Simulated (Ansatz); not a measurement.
Computed with Ansatz on PBE0-D4/def2-TZVP structures; ΔE is electronic, products minus reactants. CCSD(T)/CBS is the MP2 limit (def2-TZVPP, def2-QZVPP) plus CCSD(T) − MP2 in def2-TZVPP, frozen cores. DFT in def2-TZVPP. Each species was taken in one conformer, which may not be the lowest.

`[OH][AlH][CH2]S` + `C[SiH](N)[AlH2]` → `[OH][AlH][AlH2]` + `C[SiH](N)CS`  (redistribution)

| level | ΔE (kJ/mol) |
| --- | --- |
| PBE-D4 | -18.3 |
| HF/def2-TZVPP | -19.4 |
| MP2/def2-TZVPP | -19.8 |
| HF/CBS(def2) | -19.0 |

Question: What does CCSD(T)/CBS give? (An estimate is asked.)

Answer: Computed: -20.1 kJ/mol. The listed levels differ from it by 1.8, 0.7, 0.3, 1.1 kJ/mol.

Largest T1 diagnostic among the species: 0.013.

The D4 term adds −4.2 kJ/mol with B3LYP and −2.5 kJ/mol with PBE0; it sums over pairs of atoms, weighted by their polarisabilities, and B3LYP, whose exchange is more repulsive, gets the larger term.

B3LYP here is the variant with VWN-RPA as its local correlation; programs differ in this.
